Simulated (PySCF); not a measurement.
## Radial density of P²⁺ (phosphorus, charge +2)

UHF, [Ne] 3s2 3p1, 2P determinant. Computed with PySCF 2.14 in aug-cc-pV(D+d)Z, with no relativity, point nucleus.

```
r (bohr)  4πr²ρ (e/bohr)  4πr²(ρα − ρβ)
 0.00147         0.05685         0.0000
 0.00247          0.1565         0.0000
 0.00416          0.4200         0.0000
 0.00700           1.093         0.0000
  0.0118           2.678         0.0001
  0.0198           5.966         0.0003
  0.0333           11.29         0.0010
  0.0560           16.38         0.0044
  0.0942           15.81         0.0185
   0.159           11.02         0.0615
   0.267           13.59         0.1142
   0.448           15.00         0.0599
   0.754           5.392         0.0280
    1.27           1.999         0.4464
    2.13           1.377         0.4949
    3.59          0.1221         0.0605
    6.04       0.0004891         0.0004
    10.2       1.868e-05         0.0000
```
